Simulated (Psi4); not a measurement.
F$_{2}$Mg (SMILES [F][Mg][F]), singlet, geometry from GFN2-xTB (such geometries of metal compounds can be far from the true shape); B3LYP/def2-SVP (Psi4).

The Psi4 input:
```
memory 2 GB

molecule {
0 1
Mg    0.40305854   -0.05533096   -0.13647722
F    -0.45725792    1.18552207   -0.93154954
F    -0.08015346   -1.11174745    1.11351917
}

set {
  basis def2-svp
  scf_type pk
  puream true
  d_convergence 1e-8
  dft_radial_points 99
  dft_spherical_points 590
}

energy('b3lyp')
print_variables()
```

It wrote (shortened):

```
   => Loading Basis Set <=

    Name: DEF2-SVP
    Role: ORBITAL
    Keyword: BASIS

         ---------------------------------------------------------
                                   SCF
               by Justin Turney, Rob Parrish, Andy Simmonett
                          and Daniel G. A. Smith
                              RKS Reference
         ---------------------------------------------------------

  ==> Geometry <==

    Molecular point group: cs
    Full point group: Cs

    Geometry (in Angstrom), charge = 0, multiplicity = 1:

       Center              X                  Y                   Z               Mass
    ------------   -----------------  -----------------  -----------------  -----------------
         MG           0.056336093623    -0.434805182448     0.000000000000    23.985041697000
         F            1.500946727425     0.473545390923     0.000000000000    18.998403162730
         F           -1.572069734081     0.075386029353     0.000000000000    18.998403162730

  Running in cs symmetry.

  Rotational constants: A =      2.24140  B =      0.18482  C =      0.17074 [cm^-1]
  Rotational constants: A =  67195.42523  B =   5540.77042  C =   5118.69532 [MHz]
  Nuclear repulsion =   80.814835782467512

  Charge       = 0
  Multiplicity = 1
  Electrons    = 30
  Nalpha       = 15
  Nbeta        = 15

  ==> Algorithm <==

  SCF Algorithm Type is PK.
  DIIS enabled.
  MOM disabled.
  Fractional occupation disabled.
  Guess Type is SAD.
  Energy threshold   = 1.00e-06
  Density threshold  = 1.00e-08
  Integral threshold = 1.00e-12

  ==> Primary Basis <==

  Basis Set: DEF2-SVP
    Blend: DEF2-SVP
    Number of shells: 20
    Number of basis functions: 46
    Number of Cartesian functions: 49
    Spherical Harmonics?: true
    Max angular momentum: 2

  ==> DFT Potential <==

   => LibXC <=

    Version 7.1.2
    S. Lehtola, C. Steigemann, M. J. T. Oliveira, and M. A. L. Marques,  SoftwareX 7, 1–5 (2018) (10.1016/j.softx.2017.11.002)

   => Composite Functional: B3LYP <=

    B3LYP Hyb-GGA Exchange-Correlation Functional

    P. J. Stephens, F. J. Devlin, C. F. Chabalowski, and M. J. Frisch,  J. Phys. Chem. 98, 11623 (1994) (10.1021/j100096a001)

    Deriv               =              1
    GGA                 =           TRUE
    Meta                =          FALSE

    Exchange Hybrid     =           TRUE
    MP2 Hybrid          =          FALSE

   => Exchange Functionals <=

    0.0800   Slater exchange
    0.7200         Becke 88

   => Exact (HF) Exchange <=

    0.2000               HF

   => Correlation Functionals <=

    0.1900   Vosko, Wilk & Nusair (VWN5_RPA)
    0.8100   Lee, Yang & Parr

   => LibXC Density Thresholds  <==

    XC_HYB_GGA_XC_B3LYP:  1.00E-15

   => Molecular Quadrature <=

    Radial Scheme          =       TREUTLER
    Pruning Scheme         =           NONE
    Nuclear Scheme         =       TREUTLER

    Blocking Scheme        =         OCTREE
    BS radius alpha        =              1
    Pruning alpha          =              1
    Radial Points          =             99
    Spherical Points       =            590
    Total Points           =         169029
    Total Blocks           =           1309
    Max Points             =            256
    Max Functions          =             45
    Weights Tolerance      =       1.00E-15

  ==> Integral Setup <==

  Using in-core PK algorithm.
   Calculation information:
      Number of atoms:                   3
      Number of AO shells:              20
      Number of primitives:             42
      Number of atomic orbitals:        49
      Number of basis functions:        46

      Integral cutoff                 1.00e-12
      Number of threads:                 1

  Performing in-core PK
  Using 1169642 doubles for integral storage.
  We computed 20121 shell quartets total.
  Whereas there are 22155 unique shell quartets.

  ==> DiskJK: Disk-Based J/K Matrices <==

    J tasked:                  Yes
    K tasked:                  Yes
    wK tasked:                  No
    Schwarz Cutoff:          1E-12

  Minimum eigenvalue in the overlap matrix is 5.2817336336E-02.
  Reciprocal condition number of the overlap matrix is 1.8242998095E-02.
    Using symmetric orthogonalization.

  ==> Pre-Iterations <==

  SCF Guess: Superposition of Atomic Densities via on-the-fly atomic UHF (no occupation information).

   -------------------------
    Irrep   Nso     Nmo
   -------------------------
     A'        33      33
     A"        13      13
   -------------------------
    Total      46      46
   -------------------------

  ==> Iterations <==

                        Total Energy        Delta E     RMS |[F,P]|

   @RKS iter SAD:  -398.87671995338383   -3.98877e+02   0.00000e+00
   @RKS iter   1:  -399.44514850304455   -5.68429e-01   2.21001e-02 ADIIS/DIIS
   @RKS iter   2:  -398.29408326780873    1.15107e+00   5.43918e-02 ADIIS/DIIS
   @RKS iter   3:  -399.64885948127824   -1.35478e+00   7.17410e-03 ADIIS/DIIS
   @RKS iter   4:  -399.66824282150253   -1.93833e-02   1.76757e-04 ADIIS/DIIS
   @RKS iter   5:  -399.66825358900684   -1.07675e-05   9.58718e-05 DIIS
   @RKS iter   6:  -399.66825745122031   -3.86221e-06   6.46433e-06 DIIS
   @RKS iter   7:  -399.66825746847604   -1.72557e-08   7.55685e-07 DIIS
   @RKS iter   8:  -399.66825746872865   -2.52612e-10   3.37523e-08 DIIS
   @RKS iter   9:  -399.66825746872934   -6.82121e-13   1.05952e-08 DIIS
   @RKS iter  10:  -399.66825746872934    0.00000e+00   3.41130e-09 DIIS
  Energy and wave function converged.

  ==> Post-Iterations <==

   Electrons on quadrature grid:
      Ntotal   =   29.9999915023 ; deviation = -8.498e-06

    Orbital Energies [Eh]
    ---------------------

    Doubly Occupied:

       1Ap   -46.863075     2Ap   -24.606113     3Ap   -24.606109
       4Ap    -3.158143     1App   -1.905674     5Ap    -1.905039
       6Ap    -1.902322     7Ap    -1.062120     8Ap    -1.056333
       9Ap    -0.389075    10Ap    -0.369259    11Ap    -0.360180
       2App   -0.358563     3App   -0.351675    12Ap    -0.347652

    Virtual:

      13Ap    -0.106267     4App   -0.004007    14Ap     0.037505
      15Ap     0.051972    16Ap     0.089567     5App    0.176905
      17Ap     0.179699     6App    0.218185    18Ap     0.240825
       7App    0.260995    19Ap     0.265207    20Ap     0.336969
      21Ap     0.451289    22Ap     1.260024    23Ap     1.276182
       8App    1.309514     9App    1.366825    24Ap     1.378016
      25Ap     1.454097    26Ap     1.661654    27Ap     1.676443
      28Ap     3.103327    29Ap     3.107942    10App    3.115784
      11App    3.135907    12App    3.136410    30Ap     3.136475
      31Ap     3.140685    13App    3.149859    32Ap     3.168152
      33Ap     3.175947

    Final Occupation by Irrep:
             Ap   App
    DOCC [    12,    3 ]
    NA   [    12,    3 ]
    NB   [    12,    3 ]

  @RKS Final Energy:  -399.66825746872934

   => Energetics <=

    Nuclear Repulsion Energy =             80.8148357824675116
    One-Electron Energy =                -720.7737146028406414
    Two-Electron Energy =                 270.6242360269597498
    DFT Exchange-Correlation Energy =     -30.3336146753159852
    Empirical Dispersion Energy =           0.0000000000000000
    VV10 Nonlocal Energy =                  0.0000000000000000
    Total Energy =                       -399.6682574687293368

Computation Completed

Properties will be evaluated at   0.000000,   0.000000,   0.000000 [a0]

Properties computed using the SCF density matrix

 Multipole Moments:

 ------------------------------------------------------------------------------------
     Multipole            Electronic (a.u.)      Nuclear  (a.u.)        Total (a.u.)
 ------------------------------------------------------------------------------------

 L = 1.  Multiply by 2.5417464519 to convert [e a0] to [Debye]
 Dipole X            :          0.1728600            0.0678904            0.2407504
 Dipole Y            :         -1.3341436           -0.5239821           -1.8581257
 Dipole Z            :          0.0000000            0.0000000            0.0000000
 Magnitude           :                                                    1.8736574

 ------------------------------------------------------------------------------------

  Variable Map:
  ----------------------------------------------------------------------------
  "CURRENT ENERGY"              =>    -399.668257468729
  "CURRENT REFERENCE ENERGY"    =>    -399.668257468729
  "DD SOLVATION ENERGY"         =>       0.000000000000
  "DFT FUNCTIONAL TOTAL ENERGY" =>    -399.668257468729
  "DFT TOTAL ENERGY"            =>    -399.668257468729
  "DFT VV10 ENERGY"             =>       0.000000000000
  "DFT XC ENERGY"               =>     -30.333614675316
  "GRID ELECTRONS ALPHA"        =>      14.999995751133
  "GRID ELECTRONS BETA"         =>      14.999995751133
  "GRID ELECTRONS TOTAL"        =>      29.999991502266
  "NUCLEAR REPULSION ENERGY"    =>      80.814835782468
  "ONE-ELECTRON ENERGY"         =>    -720.773714602841
  "PCM POLARIZATION ENERGY"     =>       0.000000000000
  "PE ENERGY"                   =>       0.000000000000
  "SCF ITERATION ENERGY"        =>    -399.668257468729
  "SCF ITERATIONS"              =>      10.000000000000
  "SCF TOTAL ENERGY"            =>    -399.668257468729
  "TWO-ELECTRON ENERGY"         =>     270.624236026960
  "XC GRID RADIAL POINTS"       =>      99.000000000000
  "XC GRID SPHERICAL POINTS"    =>     590.000000000000
  "XC GRID TOTAL POINTS"        =>  169029.000000000000

  Array Variable Map:
  ----------------------------------------------------------------------------
  "CURRENT DIPOLE"              =>       0.240750426550 ... 0.000000000000 1 by 3
  "SCF DIPOLE"                  =>       0.240750426550 ... 0.000000000000 1 by 3
  "SCF TOTAL ENERGIES"          =>    -398.876719953384 ... -399.668257468729 1 by 11
```
